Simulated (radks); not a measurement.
The barium ion Ba+ inside a hard spherical wall (all orbitals vanish at R), configuration held at [Xe] 6s1 and not refilled when levels cross. All-electron calculation, scalar-relativistic Kohn-Sham, r2SCAN, spin-unpolarised, spherical densities, finite nucleus; meta-GGA in the generalised Kohn-Sham scheme; Fermi nuclear charge, rms radius 4.8378 fm. Program: a radial shooting solver on a logarithmic mesh with Libxc functionals. Eigenvalues in eV, with the zero of energy where the potential of the charges vanishes at infinity; a dash marks a level that is unbound or too diffuse for the functional's potential to be trusted. A positive occupied level is held by the wall or, in an anion where self-interaction has pushed it up, behind a barrier. The pressure on the wall is -dE/dV.

| R (bohr) | E (hartree) | kinetic (hartree) | e(4d) | e(5s) | e(5p) | e(6s) | e(5d, empty) | e(6p, empty) | pressure (GPa) |
|---|---|---|---|---|---|---|---|---|---|
| free | -8136.0636 | 8588.798 | -97.169 | -40.413 | -25.024 | -7.432 | -6.795 | -4.791 | 0 |
| 15 | -8136.0636 | 8588.798 | -97.168 | -40.413 | -25.023 | -7.432 | -6.794 | -4.790 | < 0.0001 |
| 12 | -8136.0635 | 8588.800 | -97.158 | -40.403 | -25.014 | -7.424 | -6.787 | -4.762 | 0.00244 |
| 10 | -8136.0624 | 8588.811 | -97.094 | -40.342 | -24.954 | -7.366 | -6.738 | -4.602 | 0.0335 |
| 8 | -8136.0529 | 8588.875 | -96.800 | -40.063 | -24.686 | -6.990 | -6.493 | -3.790 | 0.397 |
| 6 | -8135.9871 | 8589.177 | -95.846 | -39.192 | -23.870 | -4.845 | -5.482 | -0.032 | 4.89 |
| 4 | -8135.3523 | 8591.943 | -90.956 | -35.382 | -20.032 | 10.734 | 0.846 | 21.307 | 139 |
| 3.5 | -8134.6146 | 8595.082 | -86.702 | -32.135 | -16.368 | 24.650 | 6.589 | 38.207 | 418 |
| 3 | -8132.8439 | 8602.072 | -79.040 | -25.651 | -8.649 | 51.837 | 18.088 | 69.555 | 1420 |
| 2.5 | -8128.1895 | 8618.745 | -65.387 | -11.053 | 9.064 | 108.47 | 42.916 | 132.16 | 5630 |
| 2 | -8114.1911 | 8664.983 | -38.925 | 28.753 | 56.274 | 239.79 | 103.33 | 272.23 | 28500 |
